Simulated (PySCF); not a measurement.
**Two-component Hartree-Fock for La⁴²⁺ (lanthanum, charge +42)**

Start: [Ne] 3s2 3p3; 3p1/2 filled at m_j = -1/2, +1/2; 3p3/2 filled at m_j = +3/2. Calculated with PySCF 2.14 in an uncontracted even-tempered set (18 s from 9.4 bohr⁻², ratio 2.4; 14 p from 12 bohr⁻², ratio 2.4; 4 d from 44 bohr⁻², ratio 2.6; 4 f from 66 bohr⁻², ratio 2.6): generalised Hartree-Fock with the X2C-1e Hamiltonian and a Gaussian nucleus; one run each with spin-orbit coupling (SO) switched off, then screened by Boettger's factors.

| spinor shell | electrons | ε, spin-free (eV) | ε, screened SO (eV) | weight of nominal j (screened SO) | rms radius, screened SO (bohr) |
| --- | --- | --- | --- | --- | --- |
| 1s1/2 | 2 | -41753.5 | -41744.3 | 1.000 | 0.0286 |
| 2s1/2 | 2 | -8840.2 | -8836.0 | 1.000 | 0.114 |
| 2p1/2 | 2 | -8194.4 | -8493.2 | 1.000 | 0.0981 |
| 2p3/2 | 4 | -8194.4 | -8057.7 | 1.000 | 0.104 |
| 3s1/2 | 2 | -3449.1 | -3447.4 | 1.000 | 0.276 |
| 3p1/2 | 2 | -3268.5 | -3326.7 | 0.997 | 0.264 |
| 3p3/2 | 1 | -3268.5 | -3225.2 | 1.000 | 0.273 |

```
   quantity    spin-free  screened SO
E (hartree)  -6897.24288  -6903.53416
        M_J          3/2          3/2
       ⟨J²⟩        3.750        3.751
       ⟨L²⟩        0.000        2.381
       ⟨S²⟩        3.750        1.583
```

Each row is a mean over spinors that exchange with the open shell spreads, by up to 24.451 eV (3s1/2).

Breit and QED terms are absent; they matter most for the inner s and p1/2 levels.

Densities and radii are taken from the X2C orbitals without a picture-change correction, which distorts them close to the nucleus.

Without spin-orbit coupling the j labels of p, d and f shells carry no meaning; the spin-free column gives the mean over the occupied spinors of each nl shell.
